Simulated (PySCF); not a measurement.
Ionisation energy of Ni⁺ by level of theory

Ni⁺ [Ar] 3d9 (2D) → Ni²⁺ [Ar] 3d8 (3F), as a difference of total energies. All numbers are calculated (PySCF 2.14, scalar relativity by spin-free X2C-1e, in jorge-DZP-DKH (8s6p2d1f, 43 functions)). Correlated levels: valence: [Ar] frozen. The calculations carry no spin-orbit coupling.

```json
{"method": "UHF", "ionisation energy (eV)": "14.423"}
{"method": "LDA", "ionisation energy (eV)": "18.413"}
{"method": "MP2 (valence)", "ionisation energy (eV)": "16.734"}
{"method": "SCS-MP2 (valence)", "ionisation energy (eV)": "16.506"}
```

Problem. How much does correlation contribute at MP2 (valence)?

Solution. 16.734 − (14.423) = 2.311 eV, measured against UHF.

The reference lies between the lowest fine-structure levels, while these numbers refer to the centres of the terms.

Errors of the correlated levels include the incompleteness of this basis and the frozen core.

For comparison: 18.169 eV (measured; NIST Atomic Spectra Database, ionization energies).
